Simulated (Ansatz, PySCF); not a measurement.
This Ansatz (a quantum-chemistry and plane-wave program) input computes a r2SCAN/def2-TZVPD energy:

Ansatz 0.2 input:
```yaml
crystal:
  periodic: [false, false, false]
  atoms:
    - {symbol: Si, position_ang: [0.81172158, -0.57889441, 0.10772182]}
    - {symbol: F, position_ang: [2.35180447, -0.27453806, -0.37219608]}
    - {symbol: N, position_ang: [-0.24647524, 0.62305425, -0.39850186]}
    - {symbol: Si, position_ang: [-2.01867867, 0.56599927, 0.19146885]}
    - {symbol: H, position_ang: [0.86231024, -0.66367643, 1.58527770]}
    - {symbol: H, position_ang: [0.59695180, -1.95278689, -0.43730483]}
    - {symbol: H, position_ang: [-0.15886201, 0.97211634, -1.33979024]}
    - {symbol: H, position_ang: [-1.74615035, 0.89168908, 1.67131199]}
    - {symbol: H, position_ang: [-2.09776395, -0.95734757, 0.47111383]}
basis:
  gaussian:
    orbitals: def2-TZVPD
hamiltonian:
  xc: {name: r2SCAN}
total_charge: -1
output: {forces: true}
```

Write an input for the same energy in PySCF and say what it gives.


```python
from pyscf import gto, scf, dft

mol = gto.M(
    atom='''
    Si    0.81172158   -0.57889441    0.10772182
    F     2.35180447   -0.27453806   -0.37219608
    N    -0.24647524    0.62305425   -0.39850186
    Si   -2.01867867    0.56599927    0.19146885
    H     0.86231024   -0.66367643    1.58527770
    H     0.59695180   -1.95278689   -0.43730483
    H    -0.15886201    0.97211634   -1.33979024
    H    -1.74615035    0.89168908    1.67131199
    H    -2.09776395   -0.95734757    0.47111383
    ''',
    basis='def2-tzvpd',
    charge=-1,
    spin=0,
    verbose=4,
)

mf = dft.RKS(mol, xc='r2scan').density_fit(auxbasis='def2-universal-jkfit')
mf.grids.level = 4
mf.conv_tol = 1e-9
mf.max_cycle = 100
mf.max_memory = 1500
mf.kernel()
if not mf.converged:
    mf = mf.newton()
    mf.kernel(mf.make_rdm1())
mf.analyze()
```
It gives -736.66506 Eh, and Ansatz -736.66493 Eh, a difference of 0.13 mEh, from the treatment of integrals and grids.

It need not be the lowest isomer of its formula. Whether it binds its extra electron was not tested at this geometry.
